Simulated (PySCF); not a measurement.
PySCF job for C₃H₆OSi, SMILES C#C[SiH2]CO, PBE0/pcSseg-1. The structure is a stationary point at TPSSh-D3(BJ)/def2-SVP. The structure was generated by enumeration, and PubChem lists no compound with its InChIKey, so it may never have been made. The values are those of a single conformer.

```python
import numpy as np
from pyscf import gto, scf, dft
from pyscf.prop.nmr import rks as nmr

mol = gto.M(
    atom='''
    C     1.49554116    1.96012563    1.00246042
    C     1.10039753    0.85318825    0.67510172
    Si    0.48458754   -0.80665582    0.18817365
    C    -1.35755556   -0.72281726   -0.26281107
    O    -1.48821324    0.09318644   -1.41799983
    H     1.84549602    2.93542922    1.28725345
    H     0.64728647   -1.73940541    1.33779005
    H     1.27458505   -1.30406687   -0.96667138
    H    -1.72796343   -1.75716463   -0.42917898
    H    -1.91702273   -0.32117912    0.60736447
    H    -2.43119984    0.19109701   -1.61549642
    ''',
    basis='pcSseg-1',
    charge=0,
    spin=0,
    max_memory=1600,
    verbose=3,
)
mf = dft.RKS(mol, xc='pbe0')
mf.grids.level = 3
mf.conv_tol = 1e-10
mf.max_cycle = 100
mf.kernel()
n = nmr.NMR(mf)
n.verbose = 2
n.max_cycle_cphf = 60
sigma = n.kernel()
print('atom   isotropic/ppm   span/ppm')
for i, s in enumerate(sigma):
    w = np.linalg.eigvalsh((s + s.T) / 2)
    print(f'{mol.atom_symbol(i):2s}{i + 1:3d} {w.mean():14.3f} {w[2] - w[0]:11.3f}')
```

Output:

```
converged SCF energy = -482.183611617389
atom   isotropic/ppm   span/ppm
C   1         79.309     256.302
C   2         99.406     287.238
Si  3        417.155      66.620
C   4        129.165      74.778
O   5        328.365     107.126
H   6         28.969      14.786
H   7         27.172       8.478
H   8         26.892       8.205
H   9         27.715       9.480
H  10         27.467       8.225
H  11         31.024      23.847
```

The run converged.

Cost: around 24 core-seconds (rough).
